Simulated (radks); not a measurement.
Results of a calculation; reference values are marked as such.
Species: S+. Configuration: [Ne] 3s2 3p3. Code: a radial shooting solver on a logarithmic mesh with Libxc functionals. Model: non-relativistic Kohn-Sham, PBE, spin-polarised, spherical densities, point nucleus; open shells are filled with parallel spins first.

Unscreened Slater integrals over Kohn-Sham orbitals (hartree). They are taken over the spin-up orbitals.

\begin{tabular}{lr}
integral & value \\ \hline
F0(3p,3p) & 0.48285 \\
F2(3p,3p) & 0.24455 \\
F0(3p,3s) & 0.51363 \\
G1(3p,3s) & 0.34052 \\
F0(3p,2p) & 0.65780 \\
F2(3p,2p) & 0.10779 \\
G0(3p,2p) & 0.043010 \\
G2(3p,2p) & 0.042613 \\
F0(3p,2s) & 0.65062 \\
G1(3p,2s) & 0.033012 \\
F0(3s,3s) & 0.55110 \\
F0(3s,2p) & 0.73226 \\
G1(3s,2p) & 0.053170 \\
F0(3s,2s) & 0.72598 \\
G0(3s,2s) & 0.042545 \\
F0(2p,2p) & 2.0725 \\
F2(2p,2p) & 0.95891 \\
F0(2p,2s) & 1.9594 \\
G1(2p,2s) & 1.1603 \\
F0(2s,2s) & 1.8847 \\
\end{tabular}

Derived for the open shells (J is the average intra-shell exchange parameter used in DFT+U). 3p: J = F2/5 = 0.04891 hartree.
